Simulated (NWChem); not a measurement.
# Correlation energy of phosphorus nitride (NP)

SMILES: N#P
```xyz
2

N      0.0000     0.0000     1.0149
P      0.0000     0.0000    -0.4736
```
Charge 0, spin multiplicity 1.

All runs are NWChem calculations. All single points use one geometry, from PBE0/def2-SVP, a minimum by its harmonic frequencies.

Basis set: 6-311G**. Each correlation energy counts from its own Hartree-Fock reference.

The correlated methods keep 6 core orbitals frozen. The Pople sets run with spherical d functions. Coupled-cluster values serve here as a point of comparison, not as the truth.

Question: Order these methods by the correlation energy they give, lowest first: MP2, SCS-MP2, CR-CCSD[T], CR-CCSD(T), CCSD+T(CCSD).

Answer: CCSD+T(CCSD) (-318.3 mHa), CR-CCSD[T] (-314.1 mHa), CR-CCSD(T) (-313.1 mHa), MP2 (-300.2 mHa), SCS-MP2 (-291.3 mHa)
